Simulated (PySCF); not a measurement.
C₄H₆ClF, SMILES C(C=C)[C@H](F)Cl. Atoms are numbered in the order given.

```xyz
12

C      3.0377     0.0525     0.4220
C      1.9014    -0.5549     0.0724
C      0.7089     0.1428    -0.5208
C     -0.5314    -0.0243     0.3419
F     -0.8348    -1.3475     0.4713
Cl    -1.9411     0.8292    -0.3928
H      3.8758    -0.5056     0.8478
H      3.1763     1.1305     0.2874
H      1.7939    -1.6351     0.2223
H      0.9033     1.2182    -0.6486
H      0.4674    -0.2735    -1.5143
H     -0.4051     0.4009     1.3486
```

The structure is a stationary point at B3LYP-D3(BJ)/def2-SVP. The structure was generated by enumeration; whether it is a known compound was not checked. One conformer was computed; it need not be the lowest.

Two levels are set side by side: PBE/pcSseg-1 (PySCF) and PBE0/pcSseg-1 (PySCF). GIAO shifts against CFCl3 (¹⁹F), HCl (³⁵Cl), TMS (¹H), TMS (¹³C) at the same level; non-relativistic, no solvent, atoms listed together averaged. Without spin–orbit terms, shifts of atoms bonded to Cl or Br come out too high at both levels. Differences are taken from unrounded values.

```tsv
quantity	PBE0	PBE	PBE minus PBE0
δ(¹³C) of C1 (ppm)	129.9	127.5	-2.4
δ(¹³C) of C2 (ppm)	143.8	143.2	-0.6
δ(¹³C) of C3 (ppm)	51.5	54.5	2.9
δ(¹³C) of C4 (ppm)	113.6	118.9	5.3
δ(¹⁹F) of F5 (ppm)	-156.2	-168.0	-11.8
δ(³⁵Cl) of Cl6 (ppm)	266.6	295.9	29.3
δ(¹H) of H7, H8 (ppm)	5.81	5.72	-0.09
δ(¹H) of H9 (ppm)	6.41	6.39	-0.02
δ(¹H) of H12 (ppm)	6.11	6.38	0.27
```

Rough cost on one machine, each run with all the roots and properties that it gave: PBE0 against PBE within a factor of 2.
